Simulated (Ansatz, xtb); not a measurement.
## Two isomers of C9H6N2

We compare a, `N#Cc1ccn2cccc2c1`, a singlet, with b, `N#Cc1cc2ccccn2c1`, a singlet. Both are isolated molecules in the gas phase, relaxed with r2SCAN-D4/def2-SVP.

a (Å):

```xyz
17

C    -1.2124    2.2978   -3.0229
C    -1.1250    1.1085   -2.2416
C    -2.3094    0.3407   -1.9711
C    -2.2313   -0.7982   -1.2238
C    -0.7271   -2.3177    0.0371
C     0.6429   -2.3127    0.2925
C     1.2111   -1.1838   -0.3268
C     0.1730   -0.4934   -0.9665
C     0.0970    0.6807   -1.7360
N    -1.2940    3.2701   -3.6629
N    -1.0210   -1.2198   -0.7244
H    -3.2746    0.6650   -2.3617
H    -3.0941   -1.4231   -0.9847
H    -1.5090   -3.0130    0.3368
H     1.1700   -3.0662    0.8767
H     2.2568   -0.8821   -0.3238
H     1.0107    1.2469   -1.9279
```

b (Å):

```yaml
atoms:
  - { symbol: C, position_ang: [-1.1284, 2.6344, -2.9149] }
  - { symbol: C, position_ang: [-0.9740, 1.4119, -2.2091] }
  - { symbol: C, position_ang: [-2.0110, 0.6405, -1.6203] }
  - { symbol: C, position_ang: [-1.4074, -0.4725, -1.0362] }
  - { symbol: C, position_ang: [-1.8811, -1.5934, -0.3112] }
  - { symbol: C, position_ang: [-0.9994, -2.5466, 0.1429] }
  - { symbol: C, position_ang: [0.3962, -2.4045, -0.1180] }
  - { symbol: C, position_ang: [0.8659, -1.3272, -0.8165] }
  - { symbol: C, position_ang: [0.2481, 0.7670, -1.9809] }
  - { symbol: N, position_ang: [-1.2597, 3.6383, -3.4936] }
  - { symbol: N, position_ang: [-0.0135, -0.3708, -1.2728] }
  - { symbol: H, position_ang: [-3.0737, 0.8707, -1.6226] }
  - { symbol: H, position_ang: [-2.9551, -1.6737, -0.1277] }
  - { symbol: H, position_ang: [-1.3605, -3.4125, 0.7024] }
  - { symbol: H, position_ang: [1.1086, -3.1525, 0.2357] }
  - { symbol: H, position_ang: [1.9192, -1.1590, -1.0495] }
  - { symbol: H, position_ang: [1.2587, 1.0430, -2.2724] }
```

Energies in hartree; the thermal terms are from GFN2-xTB frequencies at re-optimised GFN2-xTB minima (ideal gas, soft modes damped towards free rotors, one conformer each, 298.15 K, 1 atm) and include the zero-point energy:

|  | a | b |
| --- | --- | --- |
| E, PBE0-D4/def2-TZVP | −455.688174 | −455.689342 |
| zero-point energy | 0.124282 | 0.124386 |
| H(298 K) − E | 0.133487 | 0.133595 |
| G(298 K) − E | 0.091064 | 0.091172 |

Task: Work out ΔE, ΔE₀, ΔH and ΔG for a → b in kcal/mol (1 Eh = 627.51 kcal/mol) and the equilibrium ratio [b]/[a].

Result: 1. ΔE = −455.689342 − (−455.688174) = −0.001168 Eh = −0.73 kcal/mol.
2. ΔE₀ = ΔE + ΔZPE = −0.001168 + (+0.000104) Eh = −0.67 kcal/mol.
3. ΔH = ΔE + (+0.000108) Eh = −0.67 kcal/mol.
4. ΔG = ΔE + (+0.000108) Eh = −0.67 kcal/mol, so ΔS = (ΔH − ΔG)/T = 0.0 J/(mol K).
5. kT = 0.9442 mEh, so K = [b]/[a] = exp(−ΔG/kT) = exp(+1.12) ≈ 3.1.

The two are too close for this level to say which is favoured. An error of 1 kcal/mol in ΔG would change K by a factor of 5.4. Mirror images and further conformers aren't counted.

As drawn, both hold the same kinds of bond in the same numbers.

Other levels gave ΔE = −0.5 (GFN2-xTB); −2.3 (HF/STO-3G, GFN2-xTB geometries); −0.6 (r2SCAN-D4/def2-SVP//GFN2-xTB); −0.5 (r2SCAN-D4/def2-SVP) kcal/mol. Programs: Ansatz 0.2.0, xtb 6.7.1.
